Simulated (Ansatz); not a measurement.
Frontier orbitals of BH₅O₂Si (`OB(O)[SiH3]`).

Charge 0, multiplicity 1. All single points use the PBE0-D4/def2-TZVP geometry. It is one conformer, not always the lowest. Basis def2-TZVPP, Ansatz 0.2.0.

| functional | HOMO (eV) | LUMO (eV) | gap (eV) |
| --- | --- | --- | --- |
| PBE | -7.13 | -1.00 | 6.13 |
| r2SCAN | -7.41 | -0.72 | 6.69 |
| PBE0 | -8.38 | -0.06 | 8.32 |
| CAM-B3LYP | -9.75 | 0.88 | 10.63 |
| LC-ωPBE | -11.09 | 2.22 | 13.31 |
| ωB97M-V | -10.54 | 1.57 | 12.11 |

A quarter of exact exchange (PBE0) shifts PBE's HOMO by −1.25 eV and its LUMO by +0.94 eV; full exchange at long range (ωB97M-V) shifts them by −3.41 and +2.57 eV. The gap opens from 6.13 to 12.11 eV, since occupied levels lose self-interaction and empty ones feel all the electrons. A positive LUMO is unbound and depends on the basis.

LC-ωPBE has ω = 0.4 bohr⁻¹.
